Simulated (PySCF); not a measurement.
Al(Me)(OSiH3) (CH6AlOSi), SMILES [CH3][Al+][O][SiH3], charge +1. Heavy atoms are numbered as in [Al+:1]([CH3:2])[O:6][SiH3:7]. Hydrogens are named by the atom that carries them.

Geometry optimised at PBE0-D3(BJ)/def2-SVP. The spin state was assumed, not searched. The isomer is the one that the SMILES or the coordinates give; other isomers of the formula were not compared. The values are those of a single conformer.

Calculation: B3LYP/def2-TZVP (PySCF).

ESP charges are fitted to the potential on shells at 1.4 to 2.0 van der Waals radii. Atomic charges (e), one atom of each kind:

```json
[
 {"atom": "Al1", "Mulliken": "0.68", "ESP fit": "1.26", "Löwdin": "0.66", "meta-Löwdin": "1.28"},
 {"atom": "C2 (CH3)", "Mulliken": "-0.39", "ESP fit": "-0.77", "Löwdin": "-0.40", "meta-Löwdin": "-0.59"},
 {"atom": "H on C2", "Mulliken": "0.20", "ESP fit": "0.24", "Löwdin": "0.18", "meta-Löwdin": "0.18"},
 {"atom": "O6", "Mulliken": "-0.19", "ESP fit": "-0.56", "Löwdin": "0.00", "meta-Löwdin": "-0.79"},
 {"atom": "Si7 (SiH3)", "Mulliken": "0.31", "ESP fit": "0.48", "Löwdin": "0.30", "meta-Löwdin": "0.78"},
 {"atom": "H on Si7", "Mulliken": "0.00", "ESP fit": "-0.04", "Löwdin": "-0.03", "meta-Löwdin": "-0.08"}
]
```
